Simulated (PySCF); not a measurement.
A structure optimised at B3LYP-D3(BJ)/def2-SVP, used in a PySCF frequency run:

```xyz
8

Al     0.0867     1.0014     0.0000
Cl     1.8836     2.0661     0.0000
I      0.0656    -1.4653     0.0000
O     -1.3535     1.8674     0.0000
C     -2.7361     1.6379     0.0000
H     -3.1972     2.0966     0.8918
H     -3.1972     2.0966    -0.8918
H     -2.9866     0.5609     0.0000
```
Charge 0, spin multiplicity 1.

Write its SMILES, formula and point group.

C[O][Al]([Cl])[I], CH3AlClIO, Cs

What are its rotational constants (standard atomic weights)?

1.8407, 0.92428, 0.61772 GHz
